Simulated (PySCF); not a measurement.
Correlation energy of B²⁺ (boron, charge +2)

[He] 2p1, 2P determinant (an excited configuration). All numbers are calculated (PySCF 2.14, scalar relativity by spin-free X2C-1e, in dyall-acv3z (15s9p4d2f, 76 functions)). Frozen: nothing; 3 electrons correlated; the 5 highest virtual orbitals of each spin left out.

```tsv
level	correlation energy (mhartree)
CCSD	-46.06
(T)	-0.02
CCSD(T)	-46.08
```

Diagnostics: T1 = 0.0013, D1 = 0.0030, largest double amplitude 0.007.

Problem. Is a single reference adequate?

Solution. Yes: T1 lies below 0.03 and no double amplitude reaches 0.07.
